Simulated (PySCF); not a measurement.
SMILES [OH][Li] (HLiO) (CAM-B3LYP/def2-SVP optimised geometry):

```
3

Li     1.249     0.000     0.000
O     -0.294     0.000     0.000
H     -1.249     0.000     0.010
```

Calculation: PySCF with CAM-B3LYP/def2-TZVP.

What are the frontier orbital energies and the dipole moment?

HOMO-2 -12.19 eV, HOMO-1 -7.81 eV, HOMO -7.81 eV, LUMO -0.43 eV, LUMO+1 2.24 eV; dipole moment 4.05 D.

On the same geometry PBE/def2-TZVP (PySCF) gives HOMO-2 -8.94 eV, HOMO-1 -4.71 eV, HOMO -4.71 eV, LUMO -1.36 eV, LUMO+1 1.11 eV; dipole moment 3.89 D.

Meta-Löwdin charges at CAM-B3LYP/def2-TZVP: Li1 0.84, O2 -1.16, H3 0.32.
